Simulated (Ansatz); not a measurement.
A run for Ansatz (an electronic-structure program): R-PBE/def2-TZVPP on BH2IO2 (SMILES OB(O)I), a point of a torsion scan. Elements past Kr take the def2 small-core potentials; no spin–orbit coupling.

Ansatz 0.2 input:
```yaml
crystal:
  periodic: [false, false, false]
  atoms:
    - {symbol: O, position_ang: [0.10443141, 1.34359822, -0.14863767]}
    - {symbol: B, position_ang: [0.11878412, 0.02129922, 0.02685349]}
    - {symbol: O, position_ang: [0.71340753, -0.54395611, 1.08293941]}
    - {symbol: I, position_ang: [-1.01242974, -1.13036165, -1.37913575]}
    - {symbol: H, position_ang: [0.20324284, 1.91191902, 0.61387431]}
    - {symbol: H, position_ang: [0.70674269, -1.49374991, 1.19528686]}
basis:
  gaussian:
    orbitals: def2-TZVPP
hamiltonian:
  xc: {name: PBE}
scf: {lower_state_search: off}
```

Program output:

```
WARN ansatz: RAYON_NUM_THREADS=1 ignored (pool sized by the plan → 1); use --threads N
Functional definition: PBE
these checks for a lower state are left out or cut short: stability, starts, cluster_reference, orbital_swaps, neighbouring_geometries, increment
integrals: 0.07 GiB planned
956 factors; their error is unknown
mean field: 0.57 GiB planned
mean field evaluation 1: about -12892.8934 eV, gradient 8.2e1 eV
mean field evaluation 2: about -12845.2929 eV, gradient 1.7e2 eV
mean field evaluation 4: about -12903.8543 eV, gradient 8.2e0 eV
mean field evaluation 8: about -12903.9828 eV, gradient 2.1e-1 eV
mean field evaluation 16: about -12903.9733 eV, gradient 2.8e-4 eV
mean field -12903.97330646 eV, -474.2122723850 hartree, gradient 4.8e-6 eV, S^2 0.000000; 0 other end points of the search recorded, 0 dependent functions left out
reference -12903.97334080 eV, -474.2122736471 hartree; 24, 24 occupied and 147, 147 virtual orbitals, 956 factors
Total energy: -12903.97334080 eV, -474.2122736471 hartree
Checks for a lower state left out: stability, starts, cluster_reference, orbital_swaps, neighbouring_geometries, increment
```

Self-consistency was reached.

Cost: around 2.4 core-seconds (rough).
